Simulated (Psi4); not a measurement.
C2H6N (SMILES [CH2-]NC), charge -1, singlet, at a GFN2-xTB geometry (a gas-phase anion, which may not be bound at this level). Base run: B3LYP/STO-3G (Psi4).

The Psi4 input:
```
memory 2 GB

molecule mol {
-1 1
C     0.068388   -0.343447    1.280013
N    -0.020316    0.577285    0.030283
C    -0.014644   -0.232449   -1.156616
H     0.074469    0.429802    2.123582
H    -1.001283   -0.749206    1.345617
H     0.851123    1.116069    0.047208
H     0.820505   -0.966737   -1.224493
H     0.018715    0.396171   -2.064198
H    -0.943784   -0.811711   -1.180078
}

set {
  basis sto-3g
  reference rks
}

energy('b3lyp')
print_variables()
```

Variants of this job, named by their change:

```json
[
 {"change": "base", "basis functions": "21", "E (Eh)": "-132.62522", "core-seconds (rough)": "4"},
 {"change": "basis = 3-21G", "basis functions": "39", "E (Eh)": "-133.69393", "core-seconds (rough)": "6"},
 {"change": "basis = def2-SV(P)", "basis functions": "54", "E (Eh)": "-134.34330", "core-seconds (rough)": "7"},
 {"change": "basis = 6-31G*", "basis functions": "57", "E (Eh)": "-134.44479", "core-seconds (rough)": "7"},
 {"change": "basis = 6-31+G*", "basis functions": "69", "E (Eh)": "-134.48929", "core-seconds (rough)": "7"},
 {"change": "basis = 6-311++G**", "basis functions": "108", "E (Eh)": "(withheld)", "core-seconds (rough)": "10"},
 {"change": "basis = def2-SVPD", "basis functions": "108", "E (Eh)": "(withheld)", "core-seconds (rough)": "10"},
 {"change": "basis = 6-311+G(2d,p)", "basis functions": "117", "E (Eh)": "-134.53241", "core-seconds (rough)": "10"},
 {"change": "basis = def2-TZVP", "basis functions": "129", "E (Eh)": "-134.53255", "core-seconds (rough)": "20"},
 {"change": "basis = def2-TZVPD", "basis functions": "165", "E (Eh)": "-134.54051", "core-seconds (rough)": "20"},
 {"change": "basis = pcseg-2", "basis functions": "174", "E (Eh)": "(withheld)", "core-seconds (rough)": "20"},
 {"change": "basis = cc-pVTZ", "basis functions": "174", "E (Eh)": "(withheld)", "core-seconds (rough)": "20"},
 {"change": "basis = aug-cc-pVTZ", "basis functions": "276", "E (Eh)": "-134.54441", "core-seconds (rough)": "60"}
]
```

Question: Fill in the missing entries.

Answer: 
- basis = 6-311++G**, E (Eh): -134.53058
- basis = def2-SVPD, E (Eh): -134.39330
- basis = pcseg-2, E (Eh): -134.53974
- basis = cc-pVTZ, E (Eh): -134.52631

Totals compare only among sets that treat the same electrons; sets with core potentials leave the core out.

A gas-phase anion may not be bound at this level; its values then depend on the basis.
